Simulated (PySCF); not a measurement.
A run for PySCF: R-B3LYP/6-31G* on C2H2 (SMILES C#C) with ghost functions, monomers drawn apart or pushed together.

```python
from pyscf import gto, scf, dft, mp
from pyscf.data.elements import chemcore

mol = gto.M(
    atom='''
    C    -0.43737409    0.42783225   -1.03061636
    C    -0.04093733    0.04010681    0.03031240
    H    -0.79032340    0.77302012   -1.97158665
    H     0.30879242   -0.30193930    0.97438525
    ghost-N    0.60103270   -0.59010118    5.65855967
    ghost-N    0.67467191   -0.66103885    4.57280762
    ''',
    basis='6-31g*',
    cart=True,
    charge=0, spin=0, verbose=3, max_memory=1800)
mf = dft.RKS(mol, xc='b3lyp')
mf.conv_tol = 1e-8
mf.max_cycle = 100
mf.kernel()
if not mf.converged:
    mf = mf.newton().run(mf.mo_coeff, mf.mo_occ)
```

The log:

```
converged SCF energy = -77.3255065084841
```

The run converged.

Cost: very roughly 1.6 core-seconds.
